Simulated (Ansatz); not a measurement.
A nudged elastic band was laid between two geometries of B2FH3OS (8 atoms, charge 0, multiplicity 1).

Level of theory: RKS PBE-D4/def2-SVP (Ansatz).

```json
{"movable images": "7", "climbing image": "from the first iteration", "spring": "5.0 eV/Å²", "optimiser": "fire", "start path": "IDPP", "force threshold": "0.05 eV/Å", "iteration limit": "60", "end points": "relaxed"}
```

First end point:

```xyz
8
Properties=species:S:1:pos:R:3
B 1.214 1.177 0.271
B -0.020 0.004 0.190
F -0.636 -0.483 1.290
O -0.376 -0.443 -1.045
S -1.596 -1.640 -1.313
H 2.383 0.863 0.400
H 0.971 2.368 0.211
H -1.940 -1.846 -0.004
```

Last end point:

```xyz
8
Properties=species:S:1:pos:R:3
B 1.214 1.176 0.271
B -0.020 0.005 0.192
F -0.637 -0.483 1.291
O -0.376 -0.443 -1.044
S -1.595 -1.640 -1.312
H 0.972 2.368 0.208
H 2.383 0.862 0.399
H -1.940 -1.844 -0.004
```

(1) Which bonds break or form, and what moves?

(2) What energy profile does the band end with?

(3) What is the geometry of the highest image?

Answers

(1) No bond is made or broken. The dihedral H6–B1–B2–F3 goes from 88 to -92°. The two ends are copies of one structure, up to a mirror image or an exchange of like atoms.

(2) It converged. The highest image is number 4 of 0 to 8, 6.3 kJ/mol above the ends, which have the same energy within 2 meV. Another band between the same ends (7 images) ends at a top of the same energy, where a vibrational analysis finds 1 clearly imaginary mode.

```
image  path coordinate (Å)  energy (kJ/mol)  dihedral H6–B1–B2–F3 (°)
    0                 0.00              0.0                        88
    1                 0.48              0.5                       113
    2                 0.96              2.5                       137
    3                 1.44              5.2                       159
    4                 1.92              6.3                       180
    5                 2.38              5.2                      -160
    6                 2.85              2.7                      -139
    7                 3.31              0.6                      -116
    8                 3.78              0.0                       -92
```

(3) 
```xyz
8
Properties=species:S:1:pos:R:3
B 1.226 1.185 0.279
B -0.078 0.075 0.172
F -1.087 -0.009 1.068
O -0.085 -0.779 -0.897
S -1.305 -1.957 -1.176
H 2.097 1.197 -0.568
H 1.307 1.979 1.197
H -2.075 -1.690 -0.075
```

Time of the run: 12 min on 1 thread of Arm Neoverse N1, with other jobs on the host, peak memory 0.12 GiB.
